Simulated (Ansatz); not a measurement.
GaH$_{3}$OSSi (`[O]1[SiH2][S][GaH]1`), relaxed with RKS PBE0-D4/def2-TZVP in Ansatz from a GFN2-xTB geometry. The force threshold is 0.005 eV/Å; the program also tests the step.

The species carries charge 0 and has multiplicity 1.

Start:

```xyz
7

O    -0.318    0.011   -1.072
Si    0.310   -1.069   -0.070
S     0.393    0.308    1.719
Ga   -0.445    1.518    0.087
H    -0.604   -2.140    0.294
H     1.692   -1.415   -0.370
H    -1.027    2.786   -0.588
```

Question: How much energy does the relaxation release, and in how many steps? (An estimate is asked.)

Answer: Ansatz gave: 22.14 kJ/mol, in 6 steps.

Question: Which bonds change most? (Best estimate.)

Answer: The calculation gave: Si2–S3 from 2.259 to 2.170 Å; O1–Ga4 from 1.905 to 1.828 Å; O1–Si2 from 1.601 to 1.647 Å.

Question: Give the relaxed structure. (Best estimate.)

Answer: Ansatz gave: 
```xyz
7

O    -0.323   -0.007   -1.132
Si    0.316   -1.017    0.001
S     0.363    0.372    1.667
Ga   -0.471    1.465   -0.057
H    -0.554   -2.183    0.295
H     1.680   -1.488   -0.346
H    -1.010    2.858   -0.427
```
